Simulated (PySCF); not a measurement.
A run that did not reach its result, on `CC#CBP` (driver script around PySCF, density fitting, GFN2-xTB geometry as the base; each input is a line of settings and coordinates in Å).

Command:
```bash
OMP_NUM_THREADS=1 python probes_run.py task.json out
```
Input:
```
{"job": {"kind": "uv", "xc": "r2SCAN", "basis": "6-311G**", "nstates": 1, "ntriplets": 2, "tda": false, "scf": {"aux": "def2-universal-jfit", "max_cycle": 59}}, "charge": 0, "multiplicity": 1}
C     -2.385743     0.731700     0.484819
C     -1.112099     0.084147     0.284154
C     -0.048427    -0.469057     0.117097
B      1.279759    -1.121483    -0.074047
P      2.723210    -0.128318    -0.758446
H     -2.432774     1.132021     1.498067
H     -2.504576     1.553112    -0.221888
H     -3.200868     0.020413     0.349231
H      1.411937    -2.274125     0.097670
H      2.544451     1.066355    -0.085878
H      3.730555    -0.592095     0.068187
```

Output:
```
NotImplementedError: meta-GGA kernel
```

Hardware: one thread, Arm Neoverse N1 (aarch64), shared host. Cost: 15 s, 0.46 GiB resident at most.

**Question.** What went wrong, and what mends it?

**Answer.** r2SCAN is a meta-GGA, and the driver's response routines have no response kernel for that class; the run stopped after the SCF. Use a GGA or a hybrid of one here, or a program that has the terms. This is a limit of the driver, not of the theory.

The values belong to the conformer `[CH3:1][C:2]#[C:3][BH:4][PH2:5]`: H–P5–B4–C3 41°, H–P5–B4–C3 138°.
